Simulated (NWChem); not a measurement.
Correlation energy of bicarbonate (CHO3 (-1))

```
C
O 1 1.2436
O 1 1.2603 2 132.88
O 1 1.4633 2 114.25 3 180.00
H 4 0.9773 1 98.84 2 180.00
```
Charge -1, spin multiplicity 1.

Program: NWChem. The geometry was optimised at PBE/def2-SVP, a minimum by its harmonic frequencies. It is one conformer; others weren't searched.

Basis set: aug-cc-pVDZ. Each correlation energy counts from its own Hartree-Fock reference.

The correlated methods keep 4 core orbitals frozen. The anion's geometry comes from a basis without diffuse functions. No row is a measurement; the coupled-cluster row has its own basis-set and correlation limits.

### Question
For the correlation energy, CR-CCSD[T] gives -762.8 mHa and CCSD gives -740.2 mHa. What do SCS-MP2, CR-CCSD(T), MP2 give?

### Answer
SCS-MP2: -708.1 mHa; CR-CCSD(T): -760.8 mHa; MP2: -739.0 mHa.
